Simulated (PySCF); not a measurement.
Vertical excitations of a molecule C₂H₈BFN₂ from TDA-PBE/def2-SVPD in PySCF, as energy in eV (oscillator strength): 5.30 (0.001), 6.28 (0.015), 6.31 (0.005), 6.40 (0.007), 6.84 (0.039), 6.94 (0.002), 7.11 (0.073), 7.26 (0.017), 7.35 (0.018), 7.42 (0.017). Lowest triplet (TDA): 5.15 eV. Coordinates come from a r2SCAN-D4/def2-SVP optimisation. One conformer was computed; it need not be the lowest.

Question: Which molecule gave these data?
(A) CNB(F)NC
(B) C[C@H](F)B(N)N
(C) CN(C)B(N)F
(D) CNB(N)CF

Answer: B, C[C@H](F)B(N)N
